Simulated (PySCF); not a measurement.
Fluorine: a sound run and one with changed settings

Sound run: F⁺ [He] 2s2 2p4, F²⁺ [He] 2s2 2p3. Calculation: PySCF 2.14, in jorge-DZP-DKH; the spin-free X2C one-electron Hamiltonian (Gaussian nucleus). The sound run starts from symmetry-adapted Hartree-Fock orbitals and uses a fine grid where one is needed.

Changed run: radial step 0.5 in ln r (0.13 in the sound run). This setting is unsound on purpose.

```tsv
species	method	sound run (hartree)	changed run (hartree)	converged
F⁺	UHF	-98.90751	-98.90751	yes
F⁺	B3LYP	-99.19116	-99.19662	yes
F⁺	TPSS	-99.20546	-99.20785	yes
F²⁺	UHF	-97.67574	-97.67574	yes
F²⁺	B3LYP	-97.87716	-97.88230	yes
F²⁺	TPSS	-97.89530	-97.89697	yes
```

Ionisation energy of F⁺:

```json
{"method": "UHF", "sound run (eV)": "33.518", "changed run (eV)": "33.518"}
{"method": "B3LYP", "sound run (eV)": "35.756", "changed run (eV)": "35.765"}
{"method": "TPSS", "sound run (eV)": "35.651", "changed run (eV)": "35.671"}
```

A coarse radial grid mis-integrates the density and the exchange-correlation energy, with errors of either sign; Hartree-Fock needs no grid.

For comparison, NIST gives 34.971 eV between the lowest levels.
